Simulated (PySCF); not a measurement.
# Spinor energies of Hf³⁺ (hafnium, charge +3)

Start: [Xe] 4f14 5d1; 5d5/2 filled at m_j = +5/2. Calculated with PySCF 2.14 in x2c-TZVPall-2c with one added diffuse shell each of s, p, d type (12s12p11d2f, 117 functions): generalised Hartree-Fock with the X2C-1e Hamiltonian and a Gaussian nucleus; spin-orbit coupling (SO) screened by Boettger's factors. This is a chosen level, not necessarily the ground level.

```tsv
spinor shell	electrons	ε, screened SO (eV)	weight of nominal j (screened SO)	rms radius, screened SO (bohr)
1s1/2	2	-65701.0	1.000	0.0215
2s1/2	2	-11393.8	1.000	0.0869
2p1/2	2	-10863.1	1.000	0.0740
2p3/2	4	-9665.7	1.000	0.0812
3s1/2	2	-2676.2	1.000	0.222
3p1/2	2	-2441.1	1.000	0.214
3p3/2	4	-2179.9	1.000	0.228
3d3/2	4	-1786.4	1.000	0.202
3d5/2	6	-1730.0	1.000	0.206
4s1/2	2	-591.28	1.000	0.498
4p1/2	2	-493.60	1.000	0.508
4p3/2	4	-433.32	1.000	0.541
4d3/2	4	-272.16	1.000	0.571
4d5/2	6	-260.90	1.000	0.583
5s1/2	2	-107.21	1.000	1.22
5p1/2	2	-75.989	0.996	1.35
5p3/2	4	-68.085	0.998	1.45
4f5/2	6	-59.244	0.995	0.739
4f7/2	8	-57.589	0.996	0.745
5d5/2	1	-32.035	1.000	2.14
```

```json
{"quantity": "E (hartree)", "screened SO": "-15081.26817"}
{"quantity": "M_J", "screened SO": "5/2"}
{"quantity": "⟨J²⟩", "screened SO": "8.754"}
{"quantity": "⟨L²⟩", "screened SO": "6.114"}
{"quantity": "⟨S²⟩", "screened SO": "0.863"}
```

Each row is a mean over spinors that exchange with the open shell spreads, by up to 3.312 eV (5p3/2).

Breit and QED terms are absent; they matter most for the inner s and p1/2 levels.

Densities and radii are taken from the X2C orbitals without a picture-change correction, which distorts them close to the nucleus.
